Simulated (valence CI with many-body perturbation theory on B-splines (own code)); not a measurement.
## E1 transitions of Yb XXXVIII

Method: valence CI with perturbative core correlation (CI+MBPT): five valence electrons over a frozen Dirac-Fock core [Ar] 3d10, a basis of 11 s, 11 p, 10 d, 8 f, 5 g, 2 h functions for each j, with the one-electron correlation potential Σ1 (screened to all orders), the two-electron term Σ2, the three-electron term Σ3, Breit, model QED; selected single and double excitations, second order for the rest, scaled by the run's own slope (own B-spline code, finite nucleus).

The last digits are not significant, and no measured levels were compared; by estimate large intervals hold to a few tenths of a per cent, small ones and those within an open d or f shell to about a per cent. Among the levels kept, up to 2100 cm⁻¹ of a level comes from second order outside the variational space, and about a tenth of that is noise between levels of different J, which matters for small intervals.

Lines 151 to 200 of 555 in falling wavelength, among levels below 33.827 Ry, chosen from the strongest by gf and those to the six lowest levels. Wavelengths and rates use the calculated energies. Electric multipoles are in the length gauge, E1 and E2 with the static RPA response of the core. Weak lines are less certain than strong ones. Lines between different terms over intervals too small for the method are left out, as are lines whose strength nearly cancels. Where a level lies close to another of its J and parity, the split of strength between their lines is uncertain. The highest levels of a list are the least certain.

Levels are named by their leading jj configuration (3d3/2^4 stands for four electrons in 3d with j = 3/2), which in mixed levels can hold well under half, so a name can repeat and another be missing. Letters in brackets count levels of one name in rising energy.

| λ vac (Å) | Upper | Lower | A (s⁻¹) | log gf | Branch % |
| --- | --- | --- | --- | --- | --- |
| 75.32 | (4s^2 4p1/2 4d5/2^2) J=1/2 | (4s^2 4p1/2 4p3/2 4d5/2) J=3/2 [b] | 9.06e+10 | -0.81 | 11.4 |
| 75.25 | (4s 4p1/2 4p3/2^2 4d5/2) J=5/2 [e] | (4s^2 4p1/2 4p3/2 4d5/2) J=5/2 [b] | 2.94e+10 | -0.83 | 3.1 |
| 75.22 | (4s 4p1/2 4p3/2^2 4d5/2) J=5/2 [b] | (4s^2 4p1/2 4p3/2 4d3/2) J=3/2 [b] | 2.43e+10 | -0.91 | 5.2 |
| 75.17 | (4s 4p1/2^2 4d3/2 4d5/2) J=5/2 [b] | (4s 4p1/2^2 4p3/2 4d3/2) J=7/2 | 5.42e+10 | -0.56 | 23.3 |
| 75.13 | (4s^2 4p1/2 4d3/2 4d5/2) J=3/2 | (4s^2 4p1/2 4p3/2 4d3/2) J=3/2 [a] | 4.20e+10 | -0.85 | 16.6 |
| 75.02 | (4s 4p1/2 4p3/2^2 4d3/2) J=1/2 [d] | (4s^2 4p1/2 4p3/2 4d3/2) J=3/2 [b] | 1.93e+11 | -0.49 | 13.9 |
| 75.01 | (4s 4p1/2^2 4d3/2 4d5/2) J=3/2 [b] | (4s 4p1/2^2 4p3/2 4d3/2) J=5/2 [a] | 3.86e+10 | -0.89 | 19.0 |
| 75.00 | (4s^2 4p1/2 4p3/2 4f7/2) J=7/2 [a] | (4s^2 4p1/2 4p3/2 4d5/2) J=7/2 [a] | 3.42e+10 | -0.64 | 35.7 |
| 74.98 | (4s 4p1/2 4p3/2^2 4d5/2) J=5/2 [f] | (4s^2 4p1/2 4p3/2 4d5/2) J=3/2 [b] | 1.36e+11 | -0.16 | 18.8 |
| 74.95 | (4s 4p1/2^2 4p3/2 4d5/2) J=7/2 [a] | (4s 4p1/2^2 4p3/2^2) J=5/2 | 1.81e+11 | 0.09 | 87.0 |
| 74.86 | (4s 4p1/2 4p3/2^2 4d5/2) J=3/2 [b] | (4s^2 4p1/2 4p3/2 4d3/2) J=5/2 [b] | 5.93e+10 | -0.70 | 8.4 |
| 74.80 | (4s^2 4p3/2 4d3/2 4d5/2) J=7/2 [c] | (4s^2 4p3/2^2 4d3/2) J=7/2 | 1.88e+11 | 0.10 | 13.4 |
| 74.78 | (4s 4p1/2 4p3/2^2 4d5/2) J=7/2 [e] | (4s^2 4p1/2 4p3/2 4d5/2) J=5/2 [c] | 4.21e+10 | -0.55 | 5.0 |
| 74.72 | (4s 4p1/2^2 4p3/2 4d5/2) J=3/2 [b] | (4s^2 4p1/2^2 4d5/2) J=5/2 | 1.81e+11 | -0.22 | 44.0 |
| 74.72 | (4s^2 4p1/2 4p3/2 4d5/2) J=5/2 [b] | (4s^2 4p1/2 4p3/2^2) J=5/2 | 4.38e+10 | -0.66 | 7.8 |
| 74.70 | (4s^2 4p3/2 4d3/2 4d5/2) J=5/2 [b] | (4s^2 4p3/2^2 4d3/2) J=5/2 | 7.68e+10 | -0.41 | 5.6 |
| 74.63 | (4s 4p1/2 4p3/2^2 4d5/2) J=3/2 [a] | (4s 4p1/2 4p3/2^3) J=3/2 [a] | 2.09e+11 | -0.16 | 49.0 |
| 74.57 | (4s^2 4p1/2 4d3/2 4d5/2) J=5/2 [b] | (4s^2 4p1/2 4p3/2 4d5/2) J=5/2 [a] | 7.32e+10 | -0.44 | 7.0 |
| 74.56 | (4s 4p1/2 4p3/2^2 4d3/2) J=7/2 [b] | (4s^2 4p1/2 4p3/2 4d3/2) J=5/2 [a] | 3.09e+10 | -0.69 | 7.5 |
| 74.52 | (4s 4p1/2 4p3/2^2 4d5/2) J=1/2 [c] | (4s^2 4p1/2 4p3/2 4d5/2) J=1/2 [a] | 1.25e+11 | -0.68 | 13.0 |
| 74.50 | (4s 4p1/2^2 4p3/2^2) J=1/2 | (4s^2 4p1/2^2 4p3/2) J=3/2 | 1.52e+11 | -0.60 | 87.8 |
| 74.49 | (4s 4p1/2 4p3/2^2 4d3/2) J=5/2 [f] | (4s^2 4p1/2 4p3/2 4d5/2) J=7/2 [b] | 4.08e+10 | -0.69 | 3.9 |
| 74.46 | (4s^2 4p1/2 4p3/2 4d5/2) J=7/2 [b] | (4s^2 4p1/2 4p3/2^2) J=5/2 | 3.46e+11 | 0.36 | 100.0 |
| 74.36 | (4s^2 4p3/2 4d3/2 4d5/2) J=5/2 [b] | (4s^2 4p3/2^2 4d3/2) J=3/2 [a] | 1.70e+11 | -0.07 | 12.3 |
| 74.33 | (4s^2 4p3/2 4d3/2 4d5/2) J=3/2 [a] | (4s^2 4p3/2^2 4d3/2) J=5/2 | 1.63e+11 | -0.27 | 19.8 |
| 74.23 | (4s 4p1/2 4p3/2^2 4d3/2) J=5/2 [f] | (4s^2 4p1/2 4p3/2 4d5/2) J=5/2 [b] | 5.17e+10 | -0.59 | 4.9 |
| 74.18 | (4s^2 4p1/2 4p3/2 4d5/2) J=3/2 [a] | (4s^2 4p1/2 4p3/2^2) J=3/2 | 2.85e+11 | -0.03 | 90.0 |
| 74.04 | (4s 4p1/2 4p3/2^2 4d3/2) J=5/2 [c] | (4s^2 4p1/2 4p3/2 4d3/2) J=5/2 [a] | 1.14e+11 | -0.25 | 38.9 |
| 74.04 | (4s^2 4p3/2 4d3/2 4d5/2) J=7/2 [c] | (4s^2 4p3/2^2 4d3/2) J=5/2 | 1.70e+11 | 0.05 | 12.1 |
| 74.01 | (4s^2 4p1/2^2 4f7/2) J=7/2 | (4s^2 4p1/2^2 4d5/2) J=5/2 | 4.26e+11 | 0.45 | 96.5 |
| 73.99 | (4s^2 4p3/2 4d3/2 4d5/2) J=1/2 | (4s^2 4p3/2^2 4d3/2) J=3/2 [a] | 3.29e+11 | -0.27 | 22.6 |
| 73.97 | (4s 4p1/2 4p3/2^2 4d5/2) J=1/2 [b] | (4s 4p1/2 4p3/2^3) J=3/2 [a] | 2.33e+11 | -0.42 | 58.7 |
| 73.95 | (4s^2 4p1/2 4d3/2 4d5/2) J=1/2 | (4s^2 4p1/2 4p3/2 4d3/2) J=1/2 [a] | 2.80e+11 | -0.34 | 83.3 |
| 73.95 | (4s 4p1/2 4p3/2^2 4d5/2) J=3/2 [c] | (4s^2 4p1/2 4p3/2 4d3/2) J=1/2 [b] | 3.87e+10 | -0.90 | 4.8 |
| 73.93 | (4s^2 4p3/2 4d3/2 4d5/2) J=3/2 [a] | (4s^2 4p3/2^2 4d3/2) J=1/2 | 5.25e+10 | -0.76 | 6.4 |
| 73.93 | (4s 4p1/2^2 4d3/2 4d5/2) J=5/2 [b] | (4s 4p1/2^2 4p3/2 4d3/2) J=5/2 [a] | 1.09e+11 | -0.27 | 46.7 |
| 73.93 | (4s^2 4p3/2 4d3/2 4d5/2) J=1/2 | (4s^2 4p3/2^2 4d3/2) J=1/2 | 9.25e+10 | -0.82 | 6.4 |
| 73.88 | (4s 4p1/2 4p3/2^2 4d3/2) J=5/2 [d] | (4s^2 4p1/2 4p3/2 4d3/2) J=7/2 | 1.35e+11 | -0.18 | 29.6 |
| 73.84 | (4s^2 4p1/2 4p3/2 4f5/2) J=7/2 [a] | (4s^2 4p1/2 4p3/2 4d5/2) J=9/2 | 2.14e+10 | -0.85 | 2.8 |
| 73.80 | (4s^2 4p1/2 4p3/2 4f7/2) J=7/2 [b] | (4s^2 4p1/2 4p3/2 4d5/2) J=5/2 [a] | 9.51e+10 | -0.21 | 39.1 |
| 73.80 | (4s^2 4p1/2 4p3/2 4f7/2) J=5/2 | (4s 4p1/2 4p3/2^3) J=3/2 [a] | 8.12e+10 | -0.40 | 47.2 |
| 73.70 | (4s 4p1/2 4p3/2^2 4d5/2) J=5/2 [f] | (4s^2 4p1/2 4p3/2 4d5/2) J=7/2 [b] | 2.24e+11 | 0.04 | 30.8 |
| 73.65 | (4s^2 4p1/2 4p3/2 4f7/2) J=7/2 [b] | (4s^2 4p1/2 4p3/2 4d5/2) J=7/2 [a] | 1.02e+11 | -0.18 | 41.8 |
| 73.62 | (4s 4p1/2 4p3/2^2 4d5/2) J=5/2 [h] | (4s 4p1/2 4p3/2^3) J=3/2 [b] | 5.84e+11 | 0.45 | 55.5 |
| 73.58 | (4s 4p1/2 4p3/2^2 4d5/2) J=3/2 [b] | (4s^2 4p1/2 4p3/2 4d5/2) J=5/2 [a] | 2.88e+11 | -0.03 | 40.6 |
| 73.55 | (4s 4p1/2 4p3/2^2 4d5/2) J=5/2 [b] | (4s^2 4p1/2 4p3/2 4d5/2) J=5/2 [a] | 4.04e+10 | -0.71 | 8.6 |
| 73.55 | (4s 4p1/2 4p3/2^2 4d5/2) J=3/2 [e] | (4s^2 4p1/2 4p3/2 4d5/2) J=3/2 [a] | 4.04e+11 | 0.12 | 48.7 |
| 73.55 | (4s 4p1/2 4p3/2^2 4d5/2) J=5/2 [e] | (4s^2 4p1/2 4p3/2 4d5/2) J=3/2 [a] | 2.54e+11 | 0.09 | 26.9 |
| 73.50 | (4s 4p1/2 4p3/2^2 4d5/2) J=3/2 [f] | (4s^2 4p1/2 4p3/2 4d5/2) J=5/2 [b] | 1.96e+11 | -0.20 | 23.5 |
| 73.46 | (4s 4p1/2^2 4p3/2^2) J=3/2 | (4s^2 4p1/2^2 4p3/2) J=3/2 | 3.12e+11 | 0.00 | 90.6 |

Question: How does gf follow from A for the line at 74.56 Å?

Answer: gf = 1.4992 × (2J+1)_upper × A / σ², with σ = 1341283 cm⁻¹ and 2J+1 = 8: gf = 0.206.
